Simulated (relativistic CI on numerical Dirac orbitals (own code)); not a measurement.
## Hyperfine structure of Re¹⁹⁺, mass number 187

Method of calculation: Dirac-Coulomb-Breit CI, orbitals from a KLI potential per configuration, model QED, unscaled Slater integrals (own radial code, finite nucleus).

CI space (outside the closed core [Ar] 3d10): 4s2 4p6 4d10 4f10, 4s2 4p6 4d10 4f9 5s, 4s2 4p6 4d10 4f8 5s2, 4s2 4p6 4d9 4f11, 4s2 4p6 4d8 4f12, 4s2 4p6 4d10 4f9 6s, 4s2 4p5 4d10 4f11, 4s 4p6 4d10 4f11, 4s2 4p4 4d10 4f12, 4p6 4d10 4f12, 4s 4p6 4d9 4f12, 4s 4p5 4d10 4f12. Levels of other configurations are missing.

Nuclear spin I = 5/2, μ = 3.209 μN, Q = 1.94 b (tables of Stone and Pyykkö). The electronic factors are computed for point nuclear moments, without core polarisation or the Bohr-Weisskopf and QED corrections.

```json
{"Level": "4s2 4p6 4d10 4f10 5I_8", "E (cm⁻¹)": "0.0", "A (MHz)": "2339", "B (MHz)": "2660"}
{"Level": "4s2 4p6 4d10 4f10 5I_7", "E (cm⁻¹)": "16932.7", "A (MHz)": "2566", "B (MHz)": "2650"}
{"Level": "4s2 4p6 4d10 4f10 5I_6", "E (cm⁻¹)": "26027.9", "A (MHz)": "2732", "B (MHz)": "2790"}
{"Level": "4s2 4p6 4d10 4f10 5I_5", "E (cm⁻¹)": "36111.5", "A (MHz)": "2692", "B (MHz)": "1250"}
{"Level": "4s2 4p6 4d10 4f10 5I_4", "E (cm⁻¹)": "37800.4", "A (MHz)": "3902", "B (MHz)": "2850"}
{"Level": "4s2 4p6 4d10 4f10 5F_4", "E (cm⁻¹)": "43013.7", "A (MHz)": "2160", "B (MHz)": "-2630"}
{"Level": "4s2 4p6 4d10 4f10 3K_8", "E (cm⁻¹)": "43897.1", "A (MHz)": "2678", "B (MHz)": "-1130"}
{"Level": "4s2 4p6 4d10 4f10 5G_6", "E (cm⁻¹)": "48629.9", "A (MHz)": "2367", "B (MHz)": "816"}
```

Levels with J = 0, under 50 % of one LS term, or S terms without an open s electron are left out. Small factors come from cancelling terms and can be off by tens of per cent or more.

At this charge energies of transitions that change n are usually good to better than 1 %, and those within a shell (Δn = 0) to a few per cent. Terms inside the open d or f shell come out 10 to 20 % too wide with unscaled integrals.

**Question.** Give the hyperfine levels of 4s2 4p6 4d10 4f10 5I_8 relative to its centre of gravity.

**Answer.** With K = F(F + 1) − I(I + 1) − J(J + 1), E = AK/2 + B[¾K(K + 1) − I(I + 1)J(J + 1)]/[2I(2I − 1)J(2J − 1)]: F = 11/2: -51670, F = 13/2: -37290, F = 15/2: -20350, F = 17/2: -699, F = 19/2: 21830, F = 21/2: 47440 MHz.

LS names give the leading component of a level, which can be under half, so a name can repeat, a term be missing and a line seem to break the LS rules.
